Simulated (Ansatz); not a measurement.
Cost and result up the ladder for SeH2 (H2Se) (3 atoms). The state is a singlet with charge 0. Geometry: PBE-D4/def2-TZVP.

```xyz
3

Se    0.0406    0.3017   -0.6245
H    -0.6171   -0.9131   -0.0949
H     0.5764    0.6113    0.7194
```

Ansatz on 2 threads of Arm Neoverse N1 on a shared host. Times are rough, and most runs start from the orbitals of an earlier one. ωB97X-V/def2-TZVP serves as the yardstick here, not as an exact answer. Differences are given only for rows in sets of like size (and for xTB, whose basis is part of the method), since another set adds its own error. Binding counts from free atoms at the same level (Se triplet, H doublet; other spins of the atoms weren't run), without zero-point energy or a counterpoise term.

B3LYP takes the VWN-RPA correlation. HSE06 is defined as in plane-wave codes, on full-range PBE exchange.

| level | functions | wall time | binding energy per atom (eV) | difference from ωB97X-V/def2-TZVP (eV) |
| --- | --- | --- | --- | --- |
| HF/STO-3G | 20 | 0.1 s | 2.09 | – |
| HF/def2-TZVP | 60 | 0.3 s | 1.60 | -0.77 |
| LDA (SPW92)/def2-TZVP | 60 | 0.4 s | 2.70 | 0.34 |
| revPBE-D4/def2-TZVP | 60 | 0.5 s | 2.31 | -0.06 |
| PBE-D4/def2-TZVP | 60 | 0.55 s | 2.35 | -0.01 |
| BLYP-D4/def2-TZVP | 60 | 0.55 s | 2.36 | -0.01 |
| B3LYP-D4/def2-TZVP | 60 | 0.6 s | 2.36 | -0.01 |
| PBE0-D4/def2-SVP | 42 | 0.6 s | 2.31 | – |
| HSE06-D4/def2-TZVP | 60 | 0.75 s | 2.31 | -0.05 |
| CAM-B3LYP-D4/def2-TZVP | 60 | 0.75 s | 2.35 | -0.01 |
| PBE0-D4/def2-TZVP (with forces) | 60 | 1 s | 2.31 | -0.05 |
| r2SCAN0-D4/def2-TZVP | 60 | 1.4 s | 2.32 | -0.05 |
| ωB97X-V/def2-TZVP | 60 | 1.7 s | 2.37 | 0.00 |
| B97M-V/def2-TZVP | 60 | 2.5 s | 2.36 | -0.01 |
